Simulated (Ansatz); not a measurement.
`CO[SiH](C)O[Si](O)(O)O` + H₂S → `O[Si](O)(O)S` + `CO[SiH](C)O`  (ligand exchange at the Si–O bond)

Computed with Ansatz on PBE0-D4/def2-TZVP structures; ΔE is electronic, products minus reactants. CCSD(T)/CBS is the MP2 limit (def2-TZVPP, def2-QZVPP) plus CCSD(T) − MP2 in def2-TZVPP, frozen cores. This one scheme is used for every species. DFT in def2-TZVPP. B3LYP here is the variant with VWN-RPA as its local correlation; programs differ in this. One conformer a species, not always the lowest.

```json
{"level": "PBE0-D4", "ΔE (kcal/mol)": "16.1", "difference from CCSD(T)/CBS": "-2.4"}
{"level": "B3LYP-D4", "ΔE (kcal/mol)": "19.1", "difference from CCSD(T)/CBS": "0.6"}
{"level": "ωB97M-V", "ΔE (kcal/mol)": "18.1", "difference from CCSD(T)/CBS": "-0.4"}
{"level": "B2PLYP", "ΔE (kcal/mol)": "18.3", "difference from CCSD(T)/CBS": "-0.2"}
{"level": "PBE", "ΔE (kcal/mol)": "13.2", "difference from CCSD(T)/CBS": "-5.3"}
{"level": "r2SCAN", "ΔE (kcal/mol)": "16.7", "difference from CCSD(T)/CBS": "-1.8"}
{"level": "PBE0", "ΔE (kcal/mol)": "15.1", "difference from CCSD(T)/CBS": "-3.4"}
{"level": "MP2/def2-TZVPP", "ΔE (kcal/mol)": "18.1", "difference from CCSD(T)/CBS": "-0.4"}
{"level": "SCS-MP2/def2-TZVPP", "ΔE (kcal/mol)": "19.3", "difference from CCSD(T)/CBS": "0.8"}
{"level": "CCSD/def2-TZVPP", "ΔE (kcal/mol)": "20.2", "difference from CCSD(T)/CBS": "1.7"}
{"level": "CCSD(T)/def2-TZVPP", "ΔE (kcal/mol)": "19.4", "difference from CCSD(T)/CBS": "0.9"}
{"level": "HF/def2-QZVPP", "ΔE (kcal/mol)": "23.4", "difference from CCSD(T)/CBS": "4.9"}
{"level": "MP2/def2-QZVPP", "ΔE (kcal/mol)": "17.8", "difference from CCSD(T)/CBS": "-0.7"}
{"level": "SCS-MP2/def2-QZVPP", "ΔE (kcal/mol)": "19.0", "difference from CCSD(T)/CBS": "0.5"}
{"level": "HF/CBS(def2)", "ΔE (kcal/mol)": "23.4", "difference from CCSD(T)/CBS": "4.9"}
{"level": "CCSD/CBS(def2)", "ΔE (kcal/mol)": "19.4", "difference from CCSD(T)/CBS": "0.9"}
{"level": "CCSD(T)/CBS", "ΔE (kcal/mol)": "18.5", "difference from CCSD(T)/CBS": "0"}
```

Largest T1 diagnostic among the species: 0.011.

In def2-TZVPP, CCSD(T) changes the Hartree–Fock value by −3.4 kcal/mol (the triples alone add −0.8 kcal/mol) and MP2 by −4.7 kcal/mol. From PBE to PBE0 (25 % exact exchange), in def2-TZVPP and without D4, ΔE moves by +1.9 kcal/mol.
